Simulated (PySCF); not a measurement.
Isomers of C7H12FNO, mass 145.090 u with the commonest isotopes. Theory: PBE0/pcSseg-1 in PySCF (dipole) on a GFN2-xTB geometry, gas phase. One conformer each, none proved a minimum here; rigid rotors.

**Question.** Order these by rotational constant B, smallest first.
A. `[CH3:1][CH:2]([CH3:3])[O:4][C@@H:5]([CH3:6])[C@H:7]([F:8])[C:9]#[N:10]` with C1–C2–O4–C5 -157°, C2–O4–C5–C6 98°, O4–C5–C7–F8 -179°
B. `[CH3:1]/[C:2]([F:3])=[C:4](\[CH3:5])[C:6](=[O:7])[N:8]([CH3:9])[CH3:10]` with C2–C4–C6–O7 -115°, C4–C6–N8–C9 -175°
C. `[CH3:1][CH2:2][O:3][C:4]1=[C:5]([F:6])[N:7]([CH3:8])[CH2:9][CH2:10]1` with C1–C2–O3–C4 178°, C2–O3–C4–C5 1°, C4–C5–N7–C8 -145°, C5–N7–C9–C10 18°, N7–C9–C10–C4 -17°, O3–C4–C10–C9 -174°

**Answer.** C (825.0 MHz), A (931.5 MHz), B (1005 MHz).

**Question.** Order these by rotational constant A, smallest first.
A. `[CH3:1]/[C:2]([F:3])=[C:4](\[CH3:5])[C:6](=[O:7])[N:8]([CH3:9])[CH3:10]` with C2–C4–C6–O7 -115°, C4–C6–N8–C9 -175°
B. `[CH3:1][CH2:2][O:3][C:4]1=[C:5]([F:6])[N:7]([CH3:8])[CH2:9][CH2:10]1` with C1–C2–O3–C4 178°, C2–O3–C4–C5 1°, C4–C5–N7–C8 -145°, C5–N7–C9–C10 18°, N7–C9–C10–C4 -17°, O3–C4–C10–C9 -174°
C. `[CH3:1][CH:2]([CH3:3])[O:4][C@@H:5]([CH3:6])[C@H:7]([F:8])[C:9]#[N:10]` with C1–C2–O4–C5 -157°, C2–O4–C5–C6 98°, O4–C5–C7–F8 -179°

**Answer.** C (1801 MHz), A (1950 MHz), B (2679 MHz).

**Question.** Order these by out-of-plane moment Σ m c² = (Ia + Ib − Ic)/2, largest first.
A. `[CH3:1][CH2:2][O:3][C:4]1=[C:5]([F:6])[N:7]([CH3:8])[CH2:9][CH2:10]1` with C1–C2–O3–C4 178°, C2–O3–C4–C5 1°, C4–C5–N7–C8 -145°, C5–N7–C9–C10 18°, N7–C9–C10–C4 -17°, O3–C4–C10–C9 -174°
B. `[CH3:1][CH:2]([CH3:3])[O:4][C@@H:5]([CH3:6])[C@H:7]([F:8])[C:9]#[N:10]` with C1–C2–O4–C5 -157°, C2–O4–C5–C6 98°, O4–C5–C7–F8 -179°
C. `[CH3:1]/[C:2]([F:3])=[C:4](\[CH3:5])[C:6](=[O:7])[N:8]([CH3:9])[CH3:10]` with C2–C4–C6–O7 -115°, C4–C6–N8–C9 -175°

**Answer.** C (72.79 u·Å²), B (42.67 u·Å²), A (11.42 u·Å²).

| SMILES | point group | Ia (u·Å²) | Ib (u·Å²) | Ic (u·Å²) | κ | μa (D) | μb (D) | μc (D) |
| --- | --- | --- | --- | --- | --- | --- | --- | --- |
| CC(C)O[C@@H](C)[C@H](F)C#N | C1 | 280.57 | 542.54 | 737.77 | -0.56 | 1.97 | 3.24 | 0.46 |
| CCOC1=C(F)N(C)CC1 | C1 | 188.64 | 612.56 | 778.37 | -0.83 | 0.71 | 0.28 | 0.50 |
| C/C(F)=C(\C)C(=O)N(C)C | C1 | 259.16 | 503.00 | 616.58 | -0.67 | 1.33 | 1.98 | 3.00 |
